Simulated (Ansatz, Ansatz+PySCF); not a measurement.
```xyz
5

C    -0.0063   -0.0479   -0.6762
N     0.0275   -0.1259    0.6835
H     0.0302    0.9156    1.1040
H     0.0020   -1.0252   -1.2173
H    -0.0718    0.8510   -1.2373
```

Basis set: def2-SVP (spherical functions). Frozen core: 2 orbitals. Charge 0, multiplicity 1.

Computed with Ansatz (development build ahead of 0.2.0); each method stands on the lowest determinant of its kind that the runs found. Restricted open shells among the atoms or ions are ROHF, correlated in semicanonical orbitals with singles.

The atomization energy at this shape (free ground-state atoms in the same class of orbitals less the molecule, no zero-point energy) of singlet CH3N:

```
method  atomization energy
   RHF     289.51 kcal/mol
```

(1) What does RHF-MP2 give?

## Answers

(1) 406.58 kcal/mol. Caution: the shape is not the minimum.
